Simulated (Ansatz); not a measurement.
Consider the ligand exchange at the Si–O bond: `F[SiH](F)O[SiH2]S` + `C[SeH]` → `C[Se][SiH2]S` + `O[SiH](F)F`.

Isolated molecules relaxed with PBE0-D4/def2-TZVP in Ansatz; ΔE leaves out vibrations. CBS: MP2 limit from def2 TZ/QZ plus the TZ coupled-cluster correction, frozen cores. DFT in def2-TZVPP. B3LYP here is the variant with VWN-RPA as its local correlation; programs differ in this. For Se outer-core shells are correlated without core-valence functions, which leaves a few kJ/mol of doubt a bond. Scalar relativity is left out up to krypton. Each species was taken in one conformer, which may not be the lowest.

| level | ΔE (kJ/mol) | difference from CCSD(T)/CBS |
| --- | --- | --- |
| PBE-D4 | 25.8 | -15.0 |
| B3LYP-D4 | 46.0 | 5.2 |
| ωB97X-V | 44.6 | 3.8 |
| ωB97M-V | 43.4 | 2.6 |
| B2PLYP | 48.3 | 7.5 |
| PBE | 28.6 | -12.2 |
| r2SCAN | 39.6 | -1.2 |
| PBE0 | 34.0 | -6.8 |
| HF/def2-TZVPP | 69.9 | 29.1 |
| MP2/def2-TZVPP | 39.3 | -1.5 |
| CCSD/def2-TZVPP | 50.6 | 9.8 |
| CCSD(T)/def2-TZVPP | 45.6 | 4.8 |
| SCS-MP2/def2-QZVPP | 46.6 | 5.8 |
| HF/CBS(def2) | 73.8 | 33.0 |
| MP2/CBS(def2) | 34.5 | -6.3 |
| CCSD/CBS(def2) | 45.8 | 5.0 |
| CCSD(T)/CBS | 40.8 | 0 |

Largest T1 diagnostic among the species: 0.012.

The D4 term adds −4.7 kJ/mol with B3LYP and −2.3 kJ/mol with PBE0; it sums over pairs of atoms, weighted by their polarisabilities, and B3LYP, whose exchange is more repulsive, gets the larger term. From PBE to PBE0 (25 % exact exchange), in def2-TZVPP and without D4, ΔE moves by +5.4 kJ/mol. In def2-TZVPP, CCSD(T) changes the Hartree–Fock value by −24.3 kJ/mol (the triples alone add −5.0 kJ/mol) and MP2 by −30.6 kJ/mol.
